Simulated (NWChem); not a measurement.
System: CHBrF₂; SMILES C(F)(F)Br

Excerpt of the output:

```
             Northwest Computational Chemistry Package (NWChem) 7.3.0
             --------------------------------------------------------

 CS  symmetry detected

                             Geometry "geometry" -> ""
                             -------------------------

 Output coordinates in angstroms (scale by  1.889725989 to convert to a.u.)

  No.       Tag          Charge          X              Y              Z
 ---- ---------------- ---------- -------------- -------------- --------------
    1 F                    9.0000    -0.14628222     1.50732130     1.07705466
    2 C                    6.0000     0.38584932     0.93830974     0.00000000
    3 F                    9.0000    -0.14628222     1.50732130    -1.07705466
    4 Br                  35.0000    -0.03309825    -0.96673368     0.00000000
    5 H                    1.0000     1.47642289     1.07403683     0.00000000

 Effective nuclear repulsion energy (a.u.)     258.2662467757

      Symmetry information
      --------------------

 Group name             Cs
 Group number              2
 Group order               2
 No. of unique centers     4

                                Z-matrix (autoz)
                                --------

 Units are Angstrom for bonds and degrees for angles

      Type          Name      I     J     K     L     M      Value
      ----------- --------  ----- ----- ----- ----- ----- ----------
    1 Stretch                  1     2                       1.32928
    2 Stretch                  2     3                       1.32928
    3 Stretch                  2     4                       1.95057
    4 Stretch                  2     5                       1.09899
    5 Bend                     1     2     3               108.24156
    6 Bend                     1     2     4               109.39562
    7 Bend                     1     2     5               110.14424
    8 Bend                     3     2     4               109.39562
    9 Bend                     3     2     5               110.14424
   10 Bend                     4     2     5               109.49703

                           NWChem Geometry Optimization
                           ----------------------------

[...]

      ----------------------
      Optimization converged
      ----------------------

  Step       Energy      Delta E   Gmax     Grms     Xrms     Xmax
  ---- ---------------- -------- -------- -------- -------- --------
@    4   -2811.51235873 -1.9D-07  0.00010  0.00003  0.00028  0.00057
                                     ok       ok       ok       ok

                                Z-matrix (autoz)
                                --------

 Units are Angstrom for bonds and degrees for angles

      Type          Name      I     J     K     L     M      Value     Gradient
      ----------- --------  ----- ----- ----- ----- ----- ---------- ----------
    1 Stretch                  1     2                       1.32657    0.00002
    2 Stretch                  2     3                       1.32657    0.00002
    3 Stretch                  2     4                       1.94141    0.00010
    4 Stretch                  2     5                       1.10034    0.00000
    5 Bend                     1     2     3               108.94333    0.00000
    6 Bend                     1     2     4               109.66732   -0.00000
    7 Bend                     1     2     5               110.45497    0.00001
    8 Bend                     3     2     4               109.66732   -0.00000
    9 Bend                     3     2     5               110.45497    0.00001
   10 Bend                     4     2     5               107.63838   -0.00002

                         Geometry "geometry" -> "geometry"
                         ---------------------------------

 Output coordinates in angstroms (scale by  1.889725989 to convert to a.u.)

[...]

 Rotational Constants
 --------------------
 A=   0.343977 cm-1  (  0.494896 K)
 B=   0.095844 cm-1  (  0.137895 K)
 C=   0.078244 cm-1  (  0.112572 K)

 Temperature                      =   298.15K
 frequency scaling parameter      =   1.0000

 Zero-Point correction to Energy  =   14.567 kcal/mol  (  0.023214 au)
 Thermal correction to Energy     =   17.036 kcal/mol  (  0.027149 au)
 Thermal correction to Enthalpy   =   17.629 kcal/mol  (  0.028093 au)

 Total Entropy                    =   69.894 cal/mol-K
   - Translational                =   40.503 cal/mol-K (mol. weight = 130.9211)
   - Rotational                   =   25.928 cal/mol-K (symmetry #  =        1)
   - Vibrational                  =    3.463 cal/mol-K

 Cv (constant volume heat capacity) =   11.715 cal/mol-K
   - Translational                  =    2.979 cal/mol-K
   - Rotational                     =    2.979 cal/mol-K
   - Vibrational                    =    5.757 cal/mol-K

[normal modes left out]

 ----------------------------------------------------------------------------
 Normal Eigenvalue ||           Projected Infra Red Intensities
  Mode   [cm**-1]  || [atomic units] [(debye/angs)**2] [(KM/mol)] [arbitrary]
 ------ ---------- || -------------- ----------------- ---------- -----------
    1       -0.000 ||    0.000148           0.003         0.144       0.028
    2       -0.000 ||    0.000556           0.013         0.542       0.105
    3       -0.000 ||    0.000177           0.004         0.173       0.034
    4        0.000 ||    0.001044           0.024         1.018       0.198
    5        0.000 ||    0.000229           0.005         0.223       0.043
    6        0.000 ||    0.000003           0.000         0.003       0.001
    7      318.927 ||    0.000506           0.012         0.493       0.096
    8      324.438 ||    0.000541           0.012         0.527       0.102
    9      599.959 ||    0.008158           0.188         7.953       1.547
   10      722.713 ||    0.124518           2.873       121.387      23.606
   11     1171.155 ||    0.289360           6.676       282.082      54.856
   12     1214.571 ||    0.207388           4.785       202.172      39.316
   13     1298.078 ||    0.099795           2.302        97.285      18.919
   14     1394.711 ||    0.041716           0.962        40.667       7.908
   15     3149.908 ||    0.017094           0.394        16.664       3.241
 ----------------------------------------------------------------------------
```

Level: PBE0/def2-SVP. This build's default masses of Se (78.918 u) and Br (79.917 u) are each other's, which moves their modes by up to 0.6 %.

Reconstruct the input file.

Several could match; the one computed here: the input that was run:
```
start job
memory heap 200 mb stack 900 mb global 1100 mb
geometry units angstroms
  F     -1.506273     1.121624    -0.317840
  C     -1.031010     0.044388     0.299140
  F     -1.581246    -1.030319    -0.256952
  Br     0.905161    -0.029432     0.074418
  H     -1.274758     0.083180     1.370053
end
basis spherical
  * library def2-svp
end
dft
  xc pbe0
  iterations 150
end
driver
  maxiter 120
end
task dft optimize
task dft freq
```
